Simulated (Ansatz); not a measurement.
Start from `CN(C)[SiH3]` and change one atom or group to get `CN(C)[SiH2]O`.

Ansatz, PBE0-D4/def2-TZVP geometries, multiplicity 1. Each molecule was computed in one conformer, which needn't be the lowest.

```tsv
property	`CN(C)[SiH3]`
zero-point energy (PBE0-D4/def2-TZVP) / kJ/mol	281.3
size of the dipole moment (ωB97M-V/def2-TZVPP) / D	1.02
HOMO–LUMO gap (PBE/def2-TZVPP) / eV	4.82
HOMO energy (ωB97M-V/def2-TZVPP) / eV	-8.69
HOMO energy (B3LYP/def2-TZVPP) / eV	-6.19
LUMO energy (ωB97M-V/def2-TZVPP) / eV	2.16
```

(1) What does the change do to each property? (Best estimate.)

Results:

(1) Ansatz gave: 
| property | `CN(C)[SiH2]O` | shift |
| --- | --- | --- |
| zero-point energy (PBE0-D4/def2-TZVP) / kJ/mol | 299.8 | 18.5 |
| size of the dipole moment (ωB97M-V/def2-TZVPP) / D | 1.96 | 0.94 |
| HOMO–LUMO gap (PBE/def2-TZVPP) / eV | 4.99 | 0.17 |
| HOMO energy (ωB97M-V/def2-TZVPP) / eV | -8.87 | -0.18 |
| HOMO energy (B3LYP/def2-TZVPP) / eV | -6.33 | -0.14 |
| LUMO energy (ωB97M-V/def2-TZVPP) / eV | 2.08 | -0.08 |

The zero-point energy changes by 18.5 kJ/mol with +3 modes. Dipoles are sizes alone; their direction can turn.

B3LYP here is the variant with VWN-RPA as its local correlation; programs differ in this.
